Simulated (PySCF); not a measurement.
SiNi and its ions

PBE0; PySCF, no relativity, basis sets Si def2-TZVPPD, Ni def2-TZVPPD. Neutral (UKS): triplet (π ↑, δ ↑), Re = 2.199 Å, ωe = 364 cm⁻¹, HOMO -5.18 eV, LUMO -3.03 eV.

SiNi⁺ (UKS): doublet (δ ↑), Re = 2.220 Å, ωe = 370 cm⁻¹. The energies at the minima are -1797.37372 hartree for SiNi and -1797.10970 for SiNi⁺.

Task: Work out the adiabatic ionisation energy, without and with harmonic zero-point energies (1 hartree = 27.2114 eV, 1 eV = 8065.5 cm⁻¹), and the change of the bond length.

Result: At PBE0: 0.26402 hartree = 7.184 eV between the minima; the zero-point term (370.0 − 364.0)/2 cm⁻¹ = +0.000 eV makes it 7.185 eV. Re changes by +2.1 pm against the neutral. The electron leaves a π orbital, and the small change of length marks it as nearly non-bonding.

SiNi⁻ (UKS): quartet (π ↑↑, δ ↑), Re = 2.205 Å, ωe = 343 cm⁻¹. The energies at the minima are -1797.37372 hartree for SiNi and -1797.42618 for SiNi⁻.

Task: Work out the adiabatic electron affinity, without and with harmonic zero-point energies (1 hartree = 27.2114 eV, 1 eV = 8065.5 cm⁻¹), and the change of the bond length.

Result: At PBE0: 0.05246 hartree = 1.428 eV between the minima; the zero-point term (364.0 − 343.0)/2 cm⁻¹ = +0.001 eV makes it 1.429 eV. Re changes by +0.6 pm against the neutral. The electron enters a π orbital, and the small change of length marks it as nearly non-bonding.

De is left out where the level can put another filling of the metal’s s and d shells below the measured ground configuration, by anything from nothing to about 1 eV. The highest Kohn–Sham level is positive in this anion. Much of that is self-interaction error, but it also means that the finite basis helps to hold the extra electron. The state is the lowest single determinant that the PBE0 search found; with open d or f shells the true ground state can be another one.
